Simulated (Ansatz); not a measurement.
A geometry relaxed with B3LYP-D3(BJ)/def2-TZVP (Ansatz, a program for electronic structure), charge 0, multiplicity 1:

```xyz
15

H     -1.7589     1.1516    -0.9186
C      2.1047     0.8449    -0.4768
H     -0.9310     1.2747     0.6306
H      0.5083    -1.8698    -1.0275
H      2.8946     1.2604     0.1361
H      1.9421     1.3075    -1.4441
H     -1.8194    -1.3510    -0.6899
H     -1.0011    -1.2382     0.8541
H      1.5635    -0.6130     0.9104
C     -1.6241     0.6638     0.0501
C     -1.0960    -0.7569    -0.1248
C      0.2592    -0.8183    -0.8469
C      1.3707    -0.1827    -0.0704
H     -2.5880     0.6661     0.5621
H      0.1755    -0.3392    -1.8271
```

Task: Write the SMILES of this molecule.

Result: `C=CCCC`
